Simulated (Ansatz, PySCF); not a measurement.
C4H11In (SMILES C[C](C)(C)[InH2]), singlet, at a GFN2-xTB geometry (such geometries of metal compounds can be far from the true shape) (all electrons, no relativity), with bond 2-1 at 2.4 times its length. Base run: PySCF with CASSCF(4,5)/STO-3G.

Input for PySCF:
```python
from pyscf import gto, scf, mcscf
import numpy

mol = gto.Mole()
mol.atom = '''
    In   -0.667624   -0.557899   -0.567260
    H    -1.136684   -4.775007   -0.202813
    H    -1.710450    0.147719   -1.817810
    C     0.799399    0.667644    0.681637
    C     0.072289    1.272983    1.876360
    C     1.894524   -0.276167    1.151105
    C     1.345150    1.772084   -0.210078
    H     0.758510    1.878217    2.474863
    H    -0.338525    0.487890    2.515223
    H    -0.746059    1.914853    1.541674
    H     1.459330   -1.125135    1.685943
    H     2.461401   -0.661965    0.300674
    H     2.586542    0.233299    1.825821
    H     1.935508    1.352206   -1.027689
    H     0.522932    2.350266   -0.641497
    H     1.979257    2.455481    0.359800
'''
mol.basis = 'sto-3g'
mol.charge = 0
mol.spin = 0
mol.verbose = 4
mol.build()

mf = scf.RHF(mol)
mf.kernel()
mc = mcscf.CASSCF(mf, 5, 4)
mc.fix_spin_(ss=0.0)
mc.kernel()
occ = numpy.linalg.eigvalsh(mc.fcisolver.make_rdm1(mc.ci, mc.ncas, mc.nelecas))[::-1]
ss = mc.fcisolver.spin_square(mc.ci, mc.ncas, mc.nelecas)[0]
print('natural occupations', occ.round(4), ' <S^2>', round(ss, 4))
```

Programs used: Ansatz (a first-principles code), PySCF; a row that names a program was run with it.

Each row names what was changed in the base input (with any setting that the change needs).

```json
[
 {"change": "base", "ΔE vs base (kcal/mol)": "0.000", "natural occupations": "1.96 1.07 0.93 0.03 0.01", "<S^2> of the state": "0.00", "outcome": "converged"},
 {"change": "orbitals = fixed (CASCI)", "ΔE vs base (kcal/mol)": "7.85", "natural occupations": "1.98 1.07 0.93 0.01 0.00", "<S^2> of the state": "0.00", "outcome": "converged"},
 {"change": "active space = 6 electrons, 7 orbitals", "ΔE vs base (kcal/mol)": "-12.75", "natural occupations": "1.97 1.96 1.07 0.93 0.04 0.03 0.01", "<S^2> of the state": "0.00", "outcome": "converged"},
 {"change": "code = ansatz; correction = SC-NEVPT2, all electrons", "ΔE vs base (kcal/mol)": "-141.2", "natural occupations": "-", "<S^2> of the state": "-", "outcome": "converged"},
 {"change": "orbitals = fixed (CASCI); correction = SC-NEVPT2", "ΔE vs base (kcal/mol)": "-140.1", "natural occupations": "1.98 1.07 0.93 0.01 0.00", "<S^2> of the state": "0.00", "outcome": "converged"},
 {"change": "code = ansatz", "ΔE vs base (kcal/mol)": "-1.02", "natural occupations": "-", "<S^2> of the state": "-", "outcome": "converged"},
 {"change": "state_average = 2 states", "ΔE vs base (kcal/mol)": "0.74", "natural occupations": "-", "<S^2> of the state": "-", "outcome": "converged"},
 {"change": "solver = newton", "ΔE vs base (kcal/mol)": "0.000", "natural occupations": "1.96 1.07 0.93 0.03 0.01", "<S^2> of the state": "0.00", "outcome": "converged"},
 {"change": "conv_tol = 1e-5", "ΔE vs base (kcal/mol)": "0.001", "natural occupations": "1.96 1.07 0.93 0.03 0.01", "<S^2> of the state": "0.00", "outcome": "converged"},
 {"change": "correction = SC-NEVPT2", "ΔE vs base (kcal/mol)": "-139.8", "natural occupations": "1.96 1.07 0.93 0.03 0.01", "<S^2> of the state": "0.00", "outcome": "converged"},
 {"change": "active space = 10 electrons, 8 orbitals", "ΔE vs base (kcal/mol)": "-", "natural occupations": "-", "<S^2> of the state": "-", "outcome": "not converged"}
]
```

Active orbitals are taken around the Fermi level unless the row says otherwise; CASSCF can end in different local minima, and two programs can end on different orbitals. State-averaged rows give the lowest state.
